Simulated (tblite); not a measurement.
Compound: C7H16OSi.
Cartesian coordinates in Å at the GFN2-xTB level; atoms count from 1:
```
atom  x, y, z in Å
C1    -2.0846    1.5797   -0.7683
C2    -1.9849    0.4354    0.2349
C3    -0.7361   -0.4621    0.0653
C4    -0.7883   -1.5564    1.1395
C5    -0.8623   -1.1245   -1.2862
O6    -0.1866   -0.9121   -2.2529
C7     0.5524    0.3724    0.1504
C8     1.8365   -0.4499    0.2296
Si9    3.3925    0.6374    0.1144
H10   -3.0443    2.0809   -0.6587
H11   -2.0064    1.2096   -1.7881
H12   -1.3000    2.3140   -0.6075
H13   -2.8744   -0.1938    0.1425
H14   -1.9742    0.8422    1.2488
H15   -0.0272   -2.3128    0.9656
H16   -0.6263   -1.1181    2.1217
H17   -1.7601   -2.0463    1.1369
H18   -1.6942   -1.8594   -1.3269
H19    0.5999    0.9991   -0.7412
H20    0.4889    1.0290    1.0214
H21    1.8589   -1.0162    1.1621
H22    1.8448   -1.1771   -0.5839
H23    4.5791   -0.2106    0.2427
H24    3.4136    1.3504   -1.1622
H25    3.3722    1.6134    1.2092
```

Computed with GFN2-xTB (tblite): harmonic, unscaled wavenumbers at the GFN2-xTB geometry, gas phase. This tight-binding method is rough: wavenumbers can miss measured ones by several per cent, in bad cases by 10 to 20. Modes of hydrogen on silicon can be 10 to 20 % off. One conformer, not necessarily the lowest.

Harmonic wavenumbers (cm⁻¹): 49.8, 57.7, 80.3, 83.8, 127.7, 137.5, 202.5, 212.5, 244.6, 265.8, 279.5, 302.7, 361.4, 410.3, 472.6, 511.6, 546.6, 587.4, 739.3, 764.9, 782.7, 789.7, 793.3, 808.6, 817.1, 887.9, 907.7, 941.5, 970.5, 1030.2, 1052.1, 1081.7, 1096.4, 1119.3, 1152.4, 1214.4, 1227.6, 1245.0, 1282.0, 1311.2, 1339.1, 1354.6, 1392.6, 1409.2, 1419.6, 1479.4, 1480.5, 1488.9, 1499.9, 1504.4, 1509.0, 1510.3, 1790.5, 2237.9, 2260.4, 2276.7, 2726.1, 2955.5, 2962.2, 2973.2, 2975.5, 2988.5, 2994.4, 3024.9, 3030.0, 3033.5, 3040.0, 3043.9, 3050.5.

A = 1870, B = 718.7, C = 711.1 MHz; mass 144.097 u (most abundant isotopes); point group C1, symmetry number 1.

Q: What is the zero-point energy?

A: ½Σν̃ = 45850 cm⁻¹ = 131.09 kcal/mol.

Q: Entropy at 500 K, 1 bar (ideal gas, RRHO, classical rotation)?

A: Translation 43.40, rotation 31.74, vibration 67.27: S = 142.4 cal/(mol K).

Q: And Cp and H(500 K) − H(0)?

A: Cp = 72.11 cal/(mol K), of which vibrations give 64.16 (their classical limit is 69 R = 137.1); H(500 K) − H(0) = 20.90 kcal/mol without the zero-point energy, 16.92 from vibrations.

Q: What must be added to the electronic energy to get the Gibbs energy at 500 K and 1 bar?

A: ZPE + [H(500 K) − H(0)] − T·S = 131.09 + 20.90 − 71.21 = 80.78 kcal/mol.

Q: Which modes carry the vibrational entropy at 500 K?

A: 49.8 cm⁻¹: 5.85; 57.7 cm⁻¹: 5.56; 80.3 cm⁻¹: 4.90; 83.8 cm⁻¹: 4.82; 127.7 cm⁻¹: 3.99; 137.5 cm⁻¹: 3.84 cal/(mol K); the other 63 give 38.31 together.

Hindered rotation and anharmonicity are outside this model. Other conformers, if any are populated, would add a mixing term that is left out. The structure is chiral; the term R ln 2 for an equal mix with its mirror image is left out.
